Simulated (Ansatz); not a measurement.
Na₂Te⁺. Total charge 1; doublet. Geometry r2SCAN-D4/def2-TZVP.

Cartesian coordinates in Å:
```
Na -1.6837 -1.7644 1.2111
Na 2.1182 1.1438 -1.2726
Te -0.4346 0.6206 0.0615
```

In the def2 sets Te takes a core potential; there is no spin–orbit coupling. The structure comes from a short search, and lower isomers may exist.

(1) Estimate the α-spin orbital energies around the gap (eV) in Ansatz with PBE-D4/def2-SVP, PBE-D4/def2-TZVP, r2SCAN-D4/def2-TZVP, PBE0-D4/def2-TZVP, ωB97M-V/def2-TZVP.

Answers

(1) 
```
orbital  PBE-D4/def2-SVP  PBE-D4/def2-TZVP  r2SCAN-D4/def2-TZVP  PBE0-D4/def2-TZVP  ωB97M-V/def2-TZVP
 HOMO−9           -33.38            -33.40               -34.44             -36.82             -39.33
 HOMO−8           -33.38            -33.40               -34.44             -36.82             -39.33
 HOMO−7           -33.37            -33.39               -34.44             -36.82             -39.32
 HOMO−6           -33.37            -33.39               -34.44             -36.82             -39.32
 HOMO−5           -33.35            -33.36               -34.39             -36.78             -39.29
 HOMO−4           -33.34            -33.36               -34.38             -36.78             -39.29
 HOMO−3           -17.85            -17.87               -18.31             -19.59             -22.23
 HOMO−2            -9.39             -9.38                -9.61             -10.34             -12.26
 HOMO−1            -9.29             -9.31                -9.43             -10.29             -12.24
   HOMO            -8.54             -8.59                -8.68              -9.51             -11.49
   LUMO            -5.50             -5.55                -4.69              -4.89              -4.05
 LUMO+1            -5.01             -5.07                -4.18              -4.43              -3.71
 LUMO+2            -3.28             -3.45                -2.82              -2.91              -2.33
 LUMO+3            -3.21             -3.40                -2.76              -2.91              -2.23
 LUMO+4            -3.00             -3.23                -2.57              -2.75              -2.22
 LUMO+5            -2.98             -3.18                -2.53              -2.66              -2.09
 β HOMO            -8.25             -8.32                -8.39              -9.20             -11.17
 β LUMO            -8.00             -7.98                -7.53              -6.92              -4.97
```
